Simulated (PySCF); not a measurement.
From one molecule to another.

First species: C₆H₁₁NO₂Si.
Bonds: C1–C2, C2–C3, C2–O4, O4–C5, C5–O6 (double), C5–Si7, Si7–C8, C8–C9, C9–N10 (triple). Hydrogens: H11, H12, H13 on C1; H14 on C2; H15, H16, H17 on C3; H18, H19 on Si7; H20, H21 on C8.

Second species: C₈H₁₁NS.
Numbering: `[CH:1]#[C:2]/[CH:3]=[CH:4]\[C:5](=[S:6])[CH2:7][CH2:8][NH:9][CH3:10]` (hydrogens: H11 on C1; H12 on C3; H13 on C4; H14, H15 on C7; H16, H17 on C8; H18 on N9; H19, H20, H21 on C10)

Levels: PBE0/pcSseg-1 for dipole moment, HOMO energy, LUMO energy and HOMO–LUMO gap; GFN2-xTB for rotational constant A and rotational constant C. Geometries: GFN2-xTB. Each structure is a single optimised conformer of the isolated species, non-relativistic unless stated. Electronic properties by PySCF.

The conformers computed, where there is a choice (atom-mapped SMILES and torsion angles):
- `[CH3:1][CH:2]([CH3:3])[O:4][C:5](=[O:6])[SiH2:7][CH2:8][C:9]#[N:10]`: C1–C2–O4–C5 90°, C2–O4–C5–O6 -3°, O4–C5–Si7–C8 -22°, C5–Si7–C8–C9 -51°
- `[CH:1]#[C:2]/[CH:3]=[CH:4]\[C:5](=[S:6])[CH2:7][CH2:8][NH:9][CH3:10]`: C3–C4–C5–S6 9°, C4–C5–C7–C8 -82°, C5–C7–C8–N9 -174°, C7–C8–N9–C10 -65°

(1) Which has the higher HOMO–LUMO gap?

(2) Which has the higher rotational constant A?

(3) Which of the two has the higher HOMO energy, and by how much?

(4) Which has the higher dipole moment?

(5) Which has the higher LUMO energy?

(6) Which of the two has the higher rotational constant C, and by how much?

Results:

(1) The first: 7.12 eV against 3.09 eV, a difference of 4.03 eV.

(2) The second: 2.904 GHz against 1.447 GHz, a difference of 1.457 GHz.

(3) The second: -5.90 eV against -7.85 eV, a difference of 1.95 eV.

(4) The first: 3.76 D against 2.39 D, a difference of 1.37 D.

(5) The first: -0.73 eV against -2.81 eV, a difference of 2.08 eV.

(6) The first: 0.623 GHz against 0.445 GHz, a difference of 0.178 GHz.

On the first: The dipole matches unit charges of opposite sign 0.78 Å apart (1 e·Å = 4.8032 D). A dipole of 3.76 D is allowed in C1, and pure rotational transitions are dipole-allowed.

On the second: A dipole of 2.39 D is allowed in C1, and pure rotational transitions are dipole-allowed. The dipole matches unit charges of opposite sign 0.50 Å apart (1 e·Å = 4.8032 D).
